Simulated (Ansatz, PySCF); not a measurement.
Gas-phase reaction (SMILES): C=[SiH2] [methylidenesilane] + 2 [H][H] (H2) -> C (CH4) + [SiH4] (SiH4); energy of full hydrogenation.

Each molecule is optimised on its own at B3LYP-D3(BJ)/def2-TZVP (Ansatz, an electronic-structure program). Valence correlation only, unless marked. No spin-orbit coupling. Non-relativistic. CBS marks a two-point X^-3 extrapolation of the correlation energy; Hartree-Fock from the larger set. Unstable Hartree-Fock reference: C=[SiH2]. Thermal terms are rigid-rotor harmonic-oscillator values from B3LYP-D3(BJ) frequencies (PySCF) at 298.15 K and 1 atm. 1 Eh = 627.5095 kcal/mol.

```csv
species,"E, CCSD(T)/CBS(cc-pV(T+d)Z,cc-pV(Q+d)Z) (Ansatz) (Eh)","E, PBE0-D4/def2-TZVPD (Ansatz + dftd4) (Eh)",H - E (Eh),G - E (Eh)
C=[SiH2],-329.46422,-329.78759,0.04466,0.01683
[H][H] (H2),-1.17450,-1.16831,0.01336,-0.00144
C (CH4),-40.45816,-40.47492,0.04840,0.02728
[SiH4] (SiH4),-291.45815,-291.75741,0.03520,0.01198
```

Problem. Work out ΔE and ΔH, ΔG, ΔS and the equilibrium constant at 298.15 K at the first level, then ΔH at the second.

Solution. 
1. ΔE = [(-40.45816) + (-291.45815)] - [(-329.46422) + 2×(-1.17450)] = -0.10309 Eh = -64.7 kcal/mol at CCSD(T)/CBS(cc-pV(T+d)Z,cc-pV(Q+d)Z).
2. The terms H - E add up to 0.01222 Eh, so ΔH = (-0.10309 + (0.01222))×627.5095 = -57.0 kcal/mol.
3. The terms G - E add up to 0.02531 Eh, so ΔG = -48.8 kcal/mol, and ΔS = (0.01222 - (0.02531))×627509.5/298.15 = -27.6 cal/(mol K).
4. log10 K = -ΔG/(RT ln 10) = 35.8, with RT ln 10 = 1.3642 kcal/mol.
5. With ΔH and ΔS taken as constant, ΔG changes sign near ΔH/ΔS = 2070 K, a rough figure that leaves out heat capacities.
6. At PBE0-D4/def2-TZVPD the same steps give ΔE = -67.8 and ΔH = -60.2 kcal/mol, a shift of -3.2 from the first level.
7. These values are not checked against measurement here, since the tables used lack a sound gas-phase enthalpy of formation for at least one species.
